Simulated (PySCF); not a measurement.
**Question.** Give a GFN2-xTB geometry of `CCC(=O)C(F)F`.

**Answer.** 
```xyz
13
C4H6F2O angstrom
C     -1.6888   -0.5797    0.3915
C     -0.2255   -0.5737   -0.0255
C      0.1734    0.7015   -0.6979
O     -0.5319    1.6454   -0.9170
C      1.6657    0.7290   -1.1271
F      2.4635    0.5428   -0.0476
F      1.9238   -0.2969   -1.9742
H     -1.9378   -1.5192    0.8765
H     -1.8866    0.2361    1.0817
H     -2.3293   -0.4508   -0.4771
H      0.4310   -0.7119    0.8392
H     -0.0086   -1.3946   -0.7162
H      1.9467    1.6725   -1.6168
```

Any rigid rotation of these coordinates is as good. Atoms count from 1 in this order. The C–C distances run from 1.496 Å (C2–C3, drawn single) to 1.553 Å (C3–C5, drawn single), a spread of 0.057 Å. Of the pairs four or more bonds apart, F6···H11 is among the closest relative to their van der Waals radii: 2.55 Å, 95 % of the sum of Bondi's values.

Bonds between heavy atoms (Å): C1–C2 1.522, C2–C3 1.496, C3=O4 1.198, C3–C5 1.553, C5–F6 1.355, C5–F7 1.355.

Computed geometry: GFN2-xTB, gas phase.

Point group: Cs (tolerance 0.08 Å). Whether it is a minimum is left open (no frequencies). One conformer, not necessarily the lowest (C1–C2–C3–O4 0°, C2–C3–C5–F6 -58°).
